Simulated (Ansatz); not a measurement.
`C[Se][Al]([F])[Cl]` + CH₃OH → `C[O][Al]([F])[Cl]` + `C[SeH]` at 400 K and 1 bar (ligand exchange at the Al–Se bond).

Isolated molecules relaxed with PBE0-D4/def2-TZVP in Ansatz; ΔE leaves out vibrations. CCSD(T)/CBS is the MP2 limit (def2-TZVPP, def2-QZVPP) plus CCSD(T) − MP2 in def2-TZVPP, frozen cores. This one scheme is used for every species. For Se outer-core shells are correlated without core-valence functions, which leaves a few kJ/mol of doubt a bond. Scalar relativity is left out up to krypton. Each species was taken in one conformer, which may not be the lowest.

```csv
species,CCSD(T)/CBS energy (Eh),H − E (kJ/mol),S (J/(mol·K))
`C[Se][Al]([F])[Cl]`,-3242.34628,146.4,420.2
CH₃OH,-115.61712,151.2,252.6
`C[O][Al]([F])[Cl]`,-916.81237,153.4,386.7
`C[SeH]`,-2441.15625,135.4,284.5
```

H − E and S are ideal-gas, rigid-rotor, harmonic terms from PBE0-D4/def2-TZVP, for one conformer and one mirror image of each species. 1 Eh = 2625.50 kJ/mol, R = 8.31446 J/(mol·K).

Task: By hand: ΔE, ΔH, ΔS and ΔG.

Result: ΔE = (-916.81237) + (-2441.15625) − (-3242.34628) − (-115.61712) = -0.00522 Eh = -13.7 kJ/mol. Δ(H − E) = 153.4 + 135.4 − 146.4 − 151.2 = -8.8, so ΔH = -22.5 kJ/mol. ΔS = 386.7 + 284.5 − 420.2 − 252.6 = -1.6 J/(mol·K). ΔG = -22.5 − 400 × (-1.6)/1000 = -21.9 kJ/mol.

Task: By hand: the equilibrium constant, and the temperature at which ΔG would vanish if ΔH and ΔS stayed fixed.

Result: log₁₀ K = −ΔG/(RT ln 10) = 2.9. ΔG = 0 at ΔH/ΔS = 14062 K, far beyond where these terms or the molecules hold.

The number of gas molecules stays the same, so ΔS is small and ΔH decides. A doubt of 5 kJ/mol in ΔE shifts log₁₀ K by 0.7 here. Other conformers and mirror images would add mixing entropy, several J/(mol·K) or more a flexible species. Modes under 60 cm⁻¹, often nearly free rotors, make the harmonic entropy too high. These are equilibria of isolated gas molecules and say nothing of rates. Largest T1 diagnostic: 0.011 (customary marks: 0.02 for closed shells, 0.045 for open ones).
